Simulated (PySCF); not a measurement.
NMR data simulated for an unnamed compound:

¹H NMR (500 MHz, computed): δ 6.70 (m, 1H), 2.54 (sept, 1H), 2.34 (d, 3H), 1.05 (d, 6H).

¹³C{¹H} NMR (computed): δ 162.9 (C), 158.0 (CH), 141.4 (C), 32.0 (CH), 23.4 (CH3), 20.0 (CH3).

- shielding tensors at PBE0/pcSseg-1 (GIAO)
- geometry: PBE0-D3(BJ)/def2-SVP
- code: PySCF 2.14.0 with density-fitted response routines
- averaged over atoms made equivalent by symmetry, fast rotation or ring inversion, gas phase, one computed conformer, relativity neglected

Chemical shifts δ = σref − σ; ¹H (31.27 ppm) and ¹³C (184.41 ppm) vs TMS, all at this level.

Question: Which of these does the molecule contain: a tert-butyl group, an N-methyl group, a non-aromatic C=C double bond, a C≡C triple bond, a (CH3)2CH unit?

Answer: 
- A tert-butyl group: no.
- An N-methyl group: no.
- A non-aromatic C=C double bond: yes.
- A C≡C triple bond: no.
- A (CH3)2CH unit: yes (δC 23.4, 32.0; δH 1.05 (d), 2.54 (sept)).

The data belong to SMILES CC(/C(=C/C)C(=O)F)C, C₇H₁₁FO; they needn't prove each group on their own.

Carbon signals by region: 1 in the far downfield region (above 160 ppm), 2 in the sp2 and nitrile region (100–160 ppm), 3 below 50 ppm. Above 160 ppm: 162.9, carbonyl carbon.

Splittings by ¹⁹F in the carbon and heteronuclear signals aren't shown, as no couplings were computed. Shifts are as computed. Against solution values, carbons near 30 ppm lie about +2 ppm off and those near 130 ppm about +5 ppm. Of 1313 compounds with measured shifts, 239 miss one by over three times the rms of a fit or turn the order of signals round; such compounds aren't used in these exercises. Multiplicities follow the n + 1 count of equivalent neighbours, as no J values were calculated; m marks all less simple cases, F and P coupling included.
